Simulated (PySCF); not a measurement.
How methods differ on the excitation energy of Pt

Pt [Xe] 4f14 5d9 6s1 (3D) → Pt [Xe] 4f14 5d8 6s1 7s1 (5F), as a difference of total energies. Calculation: PySCF 2.14, in x2c-TZVPPall with one added diffuse shell each of s, p, d, f type (12s8p8d4f1g, 113 functions); the spin-free X2C one-electron Hamiltonian (Gaussian nucleus). Correlated levels: valence: [Xe] 4f14 frozen; valence and next inner shell: [Kr] 4d10 4f14 frozen. The calculations carry no spin-orbit coupling.

| method | excitation energy (eV) |
| --- | --- |
| UHF | 5.417 |
| PBE | 7.327 |
| r2SCAN | 7.066 |
| MP2 (valence) | 7.257 |
| SCS-MP2 (valence) | 7.256 |
| MP2 (valence and next inner shell) | 7.341 |
| SCS-MP2 (valence and next inner shell) | 7.227 |

Q: Estimate what PBE0 gives.

A: 7.087 eV, closest to r2SCAN among the rows shown.

Q: Estimate what LDA gives.

A: 7.846 eV, closest to MP2 (valence and next inner shell) among the rows shown.

A first-order spin-orbit estimate (lowest level to lowest level, LS coupling) adds -0.334 eV.

The promoted electron is Rydberg-like, and one or two diffuse shells describe it only roughly, which tends to raise the upper state.
